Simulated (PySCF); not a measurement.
**SMILES B1NBNBN1, B3H6N3**

Molfile (atoms numbered from 1):
```
B3H6N3
     RDKit          3D

 12 12  0  0  0  0  0  0  0  0999 V2000
    0.9576   -1.0706   -0.0826 B   0  0  0  0  0  0  0  0  0  0  0  0
    1.3462    0.2468    0.2658 N   0  0  0  0  0  0  0  0  0  0  0  0
    0.4311    1.3249    0.3555 B   0  0  0  0  0  0  0  0  0  0  0  0
   -0.9280    1.0375    0.0755 N   0  0  0  0  0  0  0  0  0  0  0  0
   -1.3886   -0.2548   -0.2787 B   0  0  0  0  0  0  0  0  0  0  0  0
   -0.4178   -1.2847   -0.3471 N   0  0  0  0  0  0  0  0  0  0  0  0
    1.7393   -1.9453   -0.1496 H   0  0  0  0  0  0  0  0  0  0  0  0
    2.3199    0.4264    0.4578 H   0  0  0  0  0  0  0  0  0  0  0  0
    0.7832    2.4078    0.6475 H   0  0  0  0  0  0  0  0  0  0  0  0
   -1.5987    1.7884    0.1314 H   0  0  0  0  0  0  0  0  0  0  0  0
   -2.5228   -0.4634   -0.5053 H   0  0  0  0  0  0  0  0  0  0  0  0
   -0.7203   -2.2138   -0.5964 H   0  0  0  0  0  0  0  0  0  0  0  0
  1  2  1  0
  2  3  1  0
  3  4  1  0
  4  5  1  0
  5  6  1  0
  6  1  1  0
  1  7  1  0
  2  8  1  0
  3  9  1  0
  4 10  1  0
  5 11  1  0
  6 12  1  0
M  END
```

Computed with quadratic response CAM-B3LYP/def2-SVPD first hyperpolarisability, Taylor convention, gas phase (PySCF 2.14.0). Geometry: GFN2-xTB.

(1) Give the tensor of the static β(0;0,0) in the axes of these coordinates.

Results:

(1) In au, Taylor convention; rows are the first index (the induced dipole):
|  | xx | yy | zz | xy | xz | yz |
| --- | --- | --- | --- | --- | --- | --- |
| x | -13.4 | +13.9 | -0.3 | -9.6 | -4.3 | +1.5 |
| y | -9.6 | +8.5 | +1.1 | +13.9 | +1.5 | +4.0 |
| z | -4.3 | +4.0 | +0.2 | +1.5 | -0.3 | +1.1 |

Norm of βᵢ = ⅓ Σⱼ (βᵢⱼⱼ + βⱼᵢⱼ + βⱼⱼᵢ): 0.1 au, hyper-Rayleigh value 10.8 au.
